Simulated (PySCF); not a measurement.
PBE on Hf⁺ (hafnium, charge +1), [Xe] 4f14 5d1 6s1 7s1, high-spin 4D determinant (an excited configuration). Computed with PySCF 2.14 in aug-cc-pwCVDZ-PP with ECP60MDF (6s6p5d3f, 70 functions), with a scalar-relativistic core potential.

```
cycle= 1 E= -47.8943688944541  delta_E= -0.00594  |g|= 0.0266  |ddm|= 1.64
cycle= 2 E= -47.8981281904911  delta_E= -0.00376  |g|= 0.0243  |ddm|= 0.788
cycle= 3 E= -47.8991824905757  delta_E= -0.00105  |g|= 0.00709  |ddm|= 0.429
cycle= 4 E= -47.89949151347  delta_E= -0.000309  |g|= 0.0174  |ddm|= 0.222
cycle= 5 E= -47.899790029724  delta_E= -0.000299  |g|= 0.0078  |ddm|= 0.166
cycle= 6 E= -47.8999317199407  delta_E= -0.000142  |g|= 0.0018  |ddm|= 0.197
cycle= 7 E= -47.8999335287892  delta_E= -1.81e-06  |g|= 0.00073  |ddm|= 0.0169
cycle= 8 E= -47.8999338047396  delta_E= -2.76e-07  |g|= 7.15e-05  |ddm|= 0.00959
cycle= 9 E= -47.8999338177227  delta_E= -1.3e-08  |g|= 2.78e-05  |ddm|= 0.00209
cycle= 10 E= -47.8999338187947  delta_E= -1.07e-09  |g|= 4.37e-06  |ddm|= 0.000615
cycle= 11 E= -47.8999338188154  delta_E= -2.07e-11  |g|= 8.31e-08  |ddm|= 7.19e-05
converged SCF energy = -47.8999338188154  <S^2> = 3.7506124  2S+1 = 4.0003062
```

Highest occupied orbital energy: -5.018 eV; ⟨L²⟩ = 9.66; populations by l: s 3.39, p 6.00, d 1.61, f 0.00.

Can this result be used?

Not for this state. Self-consistency was reached. ⟨L²⟩ = 9.66 against 6 for a pure D term, so this real determinant mixes terms. Energies and moments cover only the electrons outside the core potential. Spin-orbit coupling, absent here, splits the open shell strongly. The outer electron is Rydberg-like, and this basis confines it to a smaller radius and binds it less than a complete one would. The s, p, d and f populations moved away from the nominal configuration during the SCF.
